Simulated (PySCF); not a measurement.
A structure optimised at PBE-D3(BJ)/def2-SVP, used in a PySCF frequency run:

```xyz
7

Hf     0.0000     0.0000    -0.1926
O      1.5350    -0.8862     0.4496
H      2.2138    -1.2782     1.0258
O      0.0000     1.7725     0.4496
H      0.0000     2.5563     1.0258
O     -1.5350    -0.8862     0.4496
H     -2.2138    -1.2782     1.0258
```
Charge +1, spin multiplicity 1.

Problem. Write its SMILES, formula and point group.

Solution. [OH][Hf+]([OH])[OH], H3HfO3, C3v

Problem. What are its rotational constants (standard atomic weights)?

Solution. 4.8420, 4.8420, 2.9631 GHz
